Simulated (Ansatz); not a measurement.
**Abstraction of Cl: C2H9ClSi2 + SnCl3 → C2H9Si2 + SnCl4**

Species: C2H9ClSi2 `C[SiH2][SiH](C)Cl`, singlet; SnCl3 `[Cl][Sn]([Cl])[Cl]`, doublet; C2H9Si2 `C[SiH][SiH2]C`, doublet; SnCl4 `[Cl][Sn]([Cl])([Cl])[Cl]`, singlet. A radical takes Cl: the energy is the difference in strength between the Si–Cl bond broken and the Sn–Cl bond made.

Shapes, held fixed at every level: PBE0-D4/def2-TZVP. Flexible molecules stand in one conformer, not always the lowest. Programs: Ansatz 0.2.0. Electronic energies: no zero-point or thermal term.

| level | kind | ΔE (kJ/mol) | less CCSD(T)/def2-TZVPP |
| --- | --- | --- | --- |
| MP2/def2-TZVPP | perturbation theory | +104.8 | +0.5 |
| PBE-D4/def2-TZVPP | GGA | +119.8 | +15.5 |
| r2SCAN-D4/def2-TZVPP | meta-GGA | +114.2 | +9.9 |
| wB97M-V/def2-TZVPP | range-separated hybrid | +120.5 | +16.2 |
| B2PLYP/def2-TZVPP | double hybrid | +117.6 | +13.3 |
| CCSD/def2-TZVPP | coupled cluster or CI | +104.5 | +0.2 |
| CCSD(T)/def2-TZVPP | coupled cluster or CI | +104.3 | 0.0 |

The highest level, CCSD(T)/def2-TZVPP, gives ΔE = +104.3 kJ/mol; the levels span +104.3 to +120.5. The column of differences is taken from that level and isn't an error. No measured value is set beside it here. Open shells run unrestricted. For atoms past krypton def2 sets carry core potentials with scalar relativity. Outer-core shells of Sn are correlated in most correlated rows, in sets that cover them unevenly.
